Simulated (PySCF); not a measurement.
A run for PySCF: R-BP86/LANL2DZ on O2W (SMILES [O]=[W]=[O]), 2S+1 = 1, a spin state set in the input, which need not be the lowest.

```python
from pyscf import gto, scf, dft, mp
from pyscf.data.elements import chemcore

mol = gto.M(
    atom='''
    W     0.39958473   -0.33504770    0.40427263
    O     0.80379659    0.35270792   -1.08427937
    O    -1.23655004    0.02971138    0.60968710
    ''',
    basis='lanl2dz',
    ecp={'W': 'lanl2dz'},
    charge=0, spin=0, verbose=3, max_memory=1800)
mf = dft.RKS(mol, xc='b88,p86')
mf.conv_tol = 1e-8
mf.max_cycle = 100
mf.kernel()
if not mf.converged:
    mf = mf.newton().run(mf.mo_coeff, mf.mo_occ)
```

The log:

```
converged SCF energy = -218.356380642811
```

The calculation finished and met its thresholds.

Cost: about 0.8 core-seconds (a rough figure).
